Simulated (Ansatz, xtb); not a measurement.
Species: sum formula AlOCl (charge +1, doublet). SMILES of the parent species: [Cl][Al]=[O]
Geometry from a B3LYP-D3(BJ)/def2-TZVP (Ansatz, a program for electronic structure) optimisation:
```
Al
O 1 1.7072
Cl 1 2.0009 2 180.00
```
Charge +1, spin multiplicity 2.

Harmonic wavenumbers from GFN2-xTB (xtb, at its own minimum), cm⁻¹: 277, 277, 480, 975.

### Question
Give the harmonic wavenumbers at B3LYP-D3(BJ)/def2-TZVP (Ansatz, finite differences of forces, unscaled).

### Answer
145, 155, 522, 937 cm⁻¹. Zero-point energy 2.5 kcal/mol.

### Question
From these and the geometry, give the ideal-gas thermochemistry at 298.15 K and 1 atm (rigid rotor, harmonic oscillator).

### Answer
Point group C∞v, rotational symmetry number 1. Rotational constants 3.076, 3.076 GHz. S(trans) 38.99, S(rot) 17.11, S(vib) 6.07, S(elec, spin only) 1.38, S 63.6 cal/(mol K). H(298) - H(0) 3.04 kcal/mol; G - E(el) -13.4 kcal/mol.
